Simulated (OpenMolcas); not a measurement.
A calculation on In.

```json
{"Program": "OpenMolcas", "Method": "CASSCF", "Basis": "ANO-RCC-VTZP [7s6p4d2f1g]", "Scalar Hamiltonian": "DKH2, point nucleus", "Active space": "3 electrons in 8 orbitals (5s 5p 6s 6p)", "State averaging": "2S+1 = 4 odd, 1 root (0 in the spin-orbit step); 2S+1 = 2 odd, 3 roots; 2S+1 = 4 even, 3 roots; 2S+1 = 2 even, 5 roots (0 in the spin-orbit step)", "Spin-orbit coupling": "state interaction with AMFI integrals over the reference wave functions, term energies averaged over their components"}
```

Question: Which level of the active space comes out lowest?

Answer: 5s2 5p 2P* 1/2, with 100 % of that term; it is also the measured ground level.

Question: How high does 5s2 5p 2P* 3/2 lie?

Answer: 0.2190 eV above the lowest level; measured 0.2743 eV above the ground level, so the calculation is off by -20 %.

Question: How high does 5s 5p2 4P 1/2 lie?

Answer: 3.5458 eV above the lowest level; measured 4.3367 eV above the ground level, so the calculation is off by -18 %.

Question: How high does 5s 5p2 4P 5/2 lie?

Answer: 3.7929 eV above the lowest level; measured 4.6434 eV above the ground level, so the calculation is off by -18 %.

Measured values: NIST Handbook of Basic Atomic Spectroscopic Data.

Some high roots are left out of the spin-orbit mixing, which shifts the levels that they would mix with. Without dynamic correlation excited terms often stand tens of per cent too high (terms of higher spin than the ground term too low), and those without a measured partner can miss by more than the paired ones. Active for correlation alone: 6p 6s; no level in the range computed is led by a configuration that fills them, so any true level of that kind is missing. Terms of s pⁿ other than that of highest spin mix with s² pⁿ⁻² d, which this space lacks; all of them can be thousands of cm-1 off, and some have no real level of that name. Measured partners are found by configuration, term and J. A level has none where our copy of the source lacks it or the pairing is in doubt (some pairs that miss far off the trend of their configuration count as doubtful), and it then counts in no deviation. Only configurations of the active space appear.

* marks odd parity.
